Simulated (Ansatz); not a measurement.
Stepwise reaction of `[CH3][Ga]([CH3])[CH]=O` with hydrogen, as a gas-phase model of exchange steps in deposition or etching. ΔE in kJ/mol.

Isolated molecules relaxed with PBE0-D4/def2-TZVP in Ansatz; ΔE leaves out vibrations. CCSD(T)/CBS is the MP2 limit (def2-TZVPP, def2-QZVPP) plus CCSD(T) − MP2 in def2-TZVPP, frozen cores. This one scheme is used for every species. Functionals use def2-TZVPP. B3LYP here is the variant with VWN-RPA as its local correlation; programs differ in this. For Ga outer-core shells are correlated without core-valence functions, which leaves a few kJ/mol of doubt a bond. Scalar relativity is left out up to krypton. Each species was taken in one conformer, which may not be the lowest.

```
step                                        reaction  PBE-D4  B3LYP-D4  ωB97M-V  CCSD(T)/CBS
   2  `[CH3][GaH][CH]=O` + H₂ → `O=[CH][GaH2]` + CH₄   -31.1     -35.6    -34.1        -27.8
```

Give the row of step 1, `[CH3][Ga]([CH3])[CH]=O` + H₂ → `[CH3][GaH][CH]=O` + CH₄. (An estimate is asked.)

Computed: 
```json
{"step": "1", "reaction": "`[CH3][Ga]([CH3])[CH]=O` + H₂ → `[CH3][GaH][CH]=O` + CH₄", "PBE-D4": "-31.5", "B3LYP-D4": "-36.2", "ωB97M-V": "-34.8", "CCSD(T)/CBS": "-28.8"}
```

By hand: ΔE of the 2 steps together at CCSD(T)/CBS.

(-28.8) + (-27.8) = -56.6 kJ/mol, or -28.3 kJ/mol a step.

In ΔE the steps differ by no more than 1.0 kJ/mol. All are downhill at CCSD(T)/CBS. PBE-D4 differs from CCSD(T)/CBS by -3.3 to -2.7 kJ/mol a step. Isolated molecules leave out the surface, adducts and barriers. Largest T1 diagnostic: 0.017.
